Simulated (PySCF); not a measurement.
# TDDFT excited states: C4H7F3Si

Species: C₄H₇F₃Si.
Z-matrix (Å and degrees, PBE0-D3(BJ)/def2-SVP geometry), rows numbered from 1:
```
C 
C   1  1.5107
C   2  1.5431  1  119.29
Si  3  1.8524  2   65.73  1  -117.34
C   4  1.9255  2  117.12  3  -101.22
F   5  1.3434  4  111.19  2    35.08
F   5  1.3416  4  112.05  2   154.89
F   5  1.3412  4  112.25  2   -84.94
H   1  1.0999  2  111.55  3    46.77
H   1  1.1031  2  110.83  3   -73.06
H   1  1.1003  2  111.27  3   166.82
H   2  1.0990  1  113.55  3   136.59
H   3  1.0970  2  115.40  4   109.11
H   3  1.0954  2  117.76  4  -113.64
H   4  1.4806  2  124.24  3   108.36
```

Computed with TDDFT CAM-B3LYP/def2-SVPD, vertical, gas phase, core orbitals frozen in the response in PySCF.

| state | E (eV) | ν̃ (cm⁻¹) | f | \|μ\| (D) | main configurations (H = HOMO, L = LUMO) |
| --- | --- | --- | --- | --- | --- |
| S1 | 6.53 | 52640 | 0.184 | 2.73 | H→L (82%), H→L+2 (10%) |
| S2 | 6.59 | 53110 | 0.017 | 0.82 | H→L+1 (67%), H→L+2 (22%) |
| S3 | 6.78 | 54650 | 0.051 | 1.41 | H→L+2 (40%), H→L+4 (23%), H→L+1 (16%) |
| S4 | 7.19 | 57970 | 0.0008 | 0.17 | H→L+3 (50%), H→L+5 (17%), H-1→L (12%) |
| S5 | 7.47 | 60240 | 0.0016 | 0.24 | H-1→L (52%), H→L+3 (31%) |
| S6 | 7.68 | 61930 | 0.032 | 1.05 | H→L+4 (26%), H-1→L (25%), H→L+2 (17%) |
| S7 | 7.90 | 63720 | 0.0029 | 0.31 | H-1→L+1 (37%), H→L+6 (36%), H→L+4 (9%) |
| S8 | 7.95 | 64100 | 0.0069 | 0.48 | H→L+5 (62%), H-1→L+1 (12%), H→L+4 (10%) |
| S9 | 8.24 | 66460 | 0.023 | 0.85 | H→L+6 (34%), H-1→L+1 (30%), H-1→L+4 (11%) |
| S10 | 8.28 | 66800 | 0.0060 | 0.44 | H-1→L+2 (66%), H-1→L+4 (18%) |

Triplets, Tamm–Dancoff:

```
state  E (eV)  λ (nm)  main configurations (H = HOMO, L = LUMO)
   T1    5.07   244.4                                 H→L (87%)
   T2    6.25   198.3     H→L+3 (22%), H-1→L (15%), H→L+1 (14%)
   T3    6.41   193.5     H→L+1 (26%), H→L+4 (25%), H→L+6 (14%)
   T4    6.42   193.0                  H→L+2 (54%), H→L+1 (33%)
```

The lowest singlet lies at 6.53 eV (190 nm, vacuum ultraviolet) and is strong; its leading configuration is HOMO→LUMO (82%). The lowest level is also the most intense of those listed (f = 0.184). Löwdin shares by element: HOMO carbon 53% or more, silicon 28% (atoms not listed hold the other 19%); LUMO silicon 31%, carbon 22% or more, hydrogen 11% or more (atoms not listed hold the other 37%). Orbital energies (eV): HOMO-3 -11.63, HOMO-2 -11.21, HOMO-1 -9.91, HOMO -8.50, LUMO 0.91, LUMO+1 1.23, LUMO+2 1.53. The listed states span 1.76 eV, and the widest gap between neighbours is 0.41 eV (S3 to S4). Of the 10 states listed, 5 reach f = 0.01 and none stays under 0.0005. All these states lie below the vertical ionisation energy of 9.27 eV (ΔSCF). Singlets were solved by full linear response, triplets in the Tamm–Dancoff approximation.

Hardware: one thread, Arm Neoverse N1 (aarch64), shared host with 64 logical CPUs at a one-minute load of 59. Cost: 3.3 min of wall time (grids of density and orbitals included), 1.1 GiB resident at most.
